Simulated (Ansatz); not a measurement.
Geometry optimisation, UKS PBE/def2-SVP (Ansatz).

The input (input.yaml):

```yaml
crystal:
  periodic: [false, false, false]
  atoms:
    - { symbol: Hf, position_ang: [0.0, 0.0, 0.0] }
    - { symbol: Cl, position_ang: [0.0, 0.0, 2.77] }
    - { symbol: Cl, position_ang: [2.3764, 0.0, -0.8392] }
    - { symbol: Cl, position_ang: [-1.1869, 2.0563, -0.8392] }
    - { symbol: F, position_ang: [-0.9326, -1.6157, -0.6593] }
    - { symbol: Cl, position_ang: [0.0, 0.0, 5.11] }
magnetization:
  spin_polarized: true
  initial_magnetization: 1
basis:
  gaussian: { orbitals: def2-SVP }
hamiltonian:
  xc: pbe
relax:
  f_tol: 0.15
  max_steps: 25
  restrain:
    - { distance: [1, 5], at: 2.04, k: 30.0 }
    - { distance: [0, 1], at: 3.72, k: 30.0 }
```

Run as:

```bash
$ ansatz run input.yaml --threads 4 --pin off --max-ram 5120MiB --backend cpu --events-out ev --progress --plain --runs-dir out
```

Task: Where does it end, and by what steps?

Result: The forces met the threshold. The restraints hold the end off the free minimum; the threshold counts their pulls, which the force column leaves out. Restrained pairs: Cl2–Cl6 (2.34 → 2.07 Å), Hf1–Cl2 (2.77 → 3.70 Å). After 4 steps the energy has risen by 0.918 eV (the restraints' own energy left out); Hf1 moved furthest, 0.52 Å.

```
step  energy less start (eV)  largest force component (eV/Å)  accepted
   0                  0.0000                           3.413       yes
   1                  0.5120                           2.752       yes
   2                  0.8544                           2.387       yes
   3                  0.9208                           1.409       yes
   4                  0.9185                           1.452       yes
```

```xyz
6
Properties=species:S:1:pos:R:3
Hf 0.023 0.039 -0.520
Cl -0.004 -0.007 3.183
Cl 2.337 -0.005 -0.857
Cl -1.172 2.021 -0.857
F -0.923 -1.601 -0.662
Cl -0.004 -0.007 5.255
```

Time of the run: 19 s on 4 threads of Arm Neoverse V1, with other jobs on the host, peak memory 0.23 GiB.
